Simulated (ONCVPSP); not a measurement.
**Building the ONCV potential for iron (PBE, scalar-relativistic).**

```json
{
 "Element": "iron",
 "Generator": "ONCVPSP 4.0.1",
 "Type": "optimised norm-conserving Vanderbilt (ONCV)",
 "Functional": "PBE",
 "Relativity": "scalar-relativistic",
 "Frozen core": "[Ne]",
 "Valence charge": "16",
 "Reference configuration": "3s2 3p6 3d6 4s2",
 "Partial waves": "3s+4s: rc 1.30 bohr, ncon 3, nbas 6, qcut 10.7 1/bohr, 2 projectors; 3p: rc 0.80 bohr, ncon 5, nbas 8, qcut 10.4 1/bohr, 3 projectors, debl 2.2 Ha; 3d: rc 1.10 bohr, ncon 4, nbas 9, qcut 14.6 1/bohr, 1 projector",
 "Local potential": "polynomial inside 0.60 bohr (lpopt 5, dvloc0 2 Ha)",
 "Core correction": "Teter function fitted to the true core (icmod 2), fcfact 0.5"
}
```

In the p channel the program set the typed energies aside and used -2.207, 0.250, 2.450 Ha.

Calculated quality:

| Property | Result |
| --- | --- |
| Cutoffs needed | 99 Ha and 247 Ha (the cutoffs (Ha) at which the residual kinetic energy of the hardest occupied pseudo-wave falls to 1 and 0.1 mHa per electron) |
| Ghost test | ghosts flagged at negative energy: p at -558.3 eV; GHOST(+) flagged for s at 274.8 eV; a true bound ghost makes a file unfit for plane-wave use |
| Largest excitation error | -7.0 meV (all-electron minus pseudo) for 3s2 3p6 3d5 4s0, out of 4 test configurations |
| rms error of d²Exc/dni dnj | 1.74 mHa without and 1.41 mHa with the model core |

Generation and tests took about 4.1 s on one core of a shared server CPU.
